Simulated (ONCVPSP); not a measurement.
# Cutoff test, phosphorus, ONCV

| Quantity | Value |
| --- | --- |
| Element | phosphorus (P) |
| Generator | ONCVPSP 4.0.1 |
| Type | optimised norm-conserving Vanderbilt (ONCV) |
| Functional | PBE |
| Relativity | non-relativistic |
| Frozen core | [Ne] |
| Valence charge | 5 |
| Reference configuration | 3s1.5 3p3.5 |
| Partial waves | 3s: rc 1.35 bohr, ncon 4, nbas 9, qcut 4.8 1/bohr, 2 projectors, debl 2.5 Ha; 3p: rc 1.80 bohr, ncon 4, nbas 7, qcut 4.5 1/bohr, 2 projectors, debl 2.4 Ha |
| Local potential | polynomial inside 1.20 bohr (lpopt 5, dvloc0 6 Ha) |
| Core correction | none |

Q: For each optimised wave give the share of its norm inside rc, the residual kinetic energy above qcut (Ha) and the cutoffs (Ha) for errors of 10, 1, 0.1 and 0.01 mHa per electron.

A:

```csv
wave,norm inside rc,residual KE,10 mHa,1 mHa,0.1 mHa,0.01 mHa
3s,0.230,3.0e-04,6.9,9.9,19.7,116.5
s projector 2,0.086,4.0e-03,8.6,70.4,163.9,189.8
3p,0.333,1.3e-04,3.0,4.4,11.1,37.7
p projector 2,0.122,4.8e-04,5.2,8.4,18.4,40.4
```

The occupied waves need 9.9 Ha and 20 Ha for 1 and 0.1 mHa.
